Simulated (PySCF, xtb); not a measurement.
C3H11ClSi2, SMILES CC[Si@H](Cl)[SiH2]C.

xtb with GFN2-xTB at its own geometry gives an orbital gap of 4.36 eV and a dipole moment of 1.85 D.

Geometry: B3LYP-D3(BJ)/def2-SVP. The structure was generated by enumeration; whether it is a known compound was not checked. The values are those of a single conformer.

Q: What does PBE/def2-TZVP (PySCF) give? (An estimate is asked for; the answer gives what the named calculation found.)

A: gap 5.35 eV (levels -6.48 and -1.13 eV), dipole 1.43 D.
